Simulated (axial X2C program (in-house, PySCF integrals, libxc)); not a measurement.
**Outer orbitals of AlW at 2.626 Å, HF**

All values were computed with an in-house all-electron X2C program for linear molecules (integrals from PySCF). Spin-free means the one-electron spin-free X2C Hamiltonian; two-component (2c) means X2C with spin–orbit coupling and atomic mean-field two-electron Coulomb and Gaunt terms, so the difference of the two also holds small scalar two-electron terms. Basis: W dyall-cv3z [13s14p9d7f4g], Al dyall-v3z [8s8p2d1f] (cores contracted in-house); Gaussian nuclei, density fitting, unrestricted open shells. Masses: W 183.951 u, Al 26.982 u.

The distance is close to the 2c PBE0 minimum; the highest filled and lowest empty levels are listed.

Spin-free orbitals, state M_S = 5/2, Λ = 0 (beyond evenly filled blocks: σα, π+α, π-α, δ+α, δ-α) (Löwdin shares):

```tsv
symmetry	occupied	ε (eV)	atomic character
σα	yes	-11.91	49% Al s, 21% W d, 19% W s
σβ	yes	-11.62	66% Al s, 12% W p, 11% W s
δ-α	yes	-8.77	100% W d
δ+α	yes	-8.77	100% W d
σα	yes	-8.52	67% W d, 25% W s, 4% Al s
π-α	yes	-8.49	90% W d, 6% Al p, 3% Al d
π+α	yes	-8.49	90% W d, 6% Al p, 3% Al d
σα	yes	-6.67	28% W s, 21% W p, 20% Al p
σβ	yes	-6.29	77% Al p, 10% W s, 4% W d
π+α	no	0.04	62% W p, 33% Al p, 4% W d
π-α	no	0.04	62% W p, 33% Al p, 4% W d
π-β	no	0.48	61% Al p, 31% W p, 6% W d
π+β	no	0.48	61% Al p, 31% W p, 6% W d
```

Spinors with spin–orbit coupling (state Ω = 5/2):

```json
{"ω": "1/2", "occupied": "yes", "ε (eV)": "-11.96", "atomic character": "50% Al s, 21% W d, 19% W s", "λ mixture": "100% σ"}
{"ω": "-1/2", "occupied": "yes", "ε (eV)": "-11.45", "atomic character": "65% Al s, 12% W p, 11% W s", "λ mixture": "99% σ, 1% π"}
{"ω": "-3/2", "occupied": "yes", "ε (eV)": "-9.12", "atomic character": "100% W d", "λ mixture": "100% δ, 0% π"}
{"ω": "-1/2", "occupied": "yes", "ε (eV)": "-8.77", "atomic character": "90% W d, 5% Al p, 3% Al d", "λ mixture": "99% π, 1% σ"}
{"ω": "1/2", "occupied": "yes", "ε (eV)": "-8.53", "atomic character": "66% W d, 26% W s, 4% Al s", "λ mixture": "99% σ, 1% π"}
{"ω": "5/2", "occupied": "yes", "ε (eV)": "-8.46", "atomic character": "100% W d", "λ mixture": "100% δ"}
{"ω": "3/2", "occupied": "yes", "ε (eV)": "-8.39", "atomic character": "90% W d, 6% Al p, 3% Al d", "λ mixture": "100% π"}
{"ω": "1/2", "occupied": "yes", "ε (eV)": "-6.74", "atomic character": "27% W s, 25% Al p, 17% W p", "λ mixture": "99% σ, 1% π"}
{"ω": "-1/2", "occupied": "yes", "ε (eV)": "-6.17", "atomic character": "76% Al p, 10% W s, 5% W d", "λ mixture": "93% σ, 7% π"}
{"ω": "-1/2", "occupied": "no", "ε (eV)": "-0.01", "atomic character": "65% W p, 31% Al p, 3% W d", "λ mixture": "96% π, 4% σ"}
{"ω": "3/2", "occupied": "no", "ε (eV)": "0.10", "atomic character": "62% W p, 33% Al p, 4% W d", "λ mixture": "100% π"}
{"ω": "1/2", "occupied": "no", "ε (eV)": "0.27", "atomic character": "46% Al p, 40% W p, 6% W s", "λ mixture": "54% σ, 46% π"}
{"ω": "-3/2", "occupied": "no", "ε (eV)": "0.55", "atomic character": "59% Al p, 34% W p, 6% W d", "λ mixture": "100% π"}
```

Problem. How does the gap between the highest filled and lowest empty level change from the spin-free to the 2c table?

Solution. From 6.33 to 6.16 eV at HF, a change of -0.17 eV.

Mulliken charges and populations of the two-component result (they depend on the basis, above all on diffuse functions):

W -0.04 e (s 11.02 p 24.15 d 24.86 f 14.01), Al 0.04 e (s 5.81 p 7.08 d 0.06 f 0.01). ⟨Lz⟩ = -0.04 ħ and ⟨Sz⟩ = 2.54 ħ (2.74 and -0.20 on the two atoms), which add up to Ω.

The state is one determinant whose occupation by symmetry is held fixed; it was picked as the lowest of a PBE0 search that is not exhaustive. With several unpaired electrons one determinant need not be a pure state. This is the top spin component of a Σ state; components of lower Ω are not single determinants and can lie lower. The determinant is spin-polarised beyond a pure state at some levels (its spin-free form has ⟨S²⟩ too high), which makes Re and μ there less reliable.
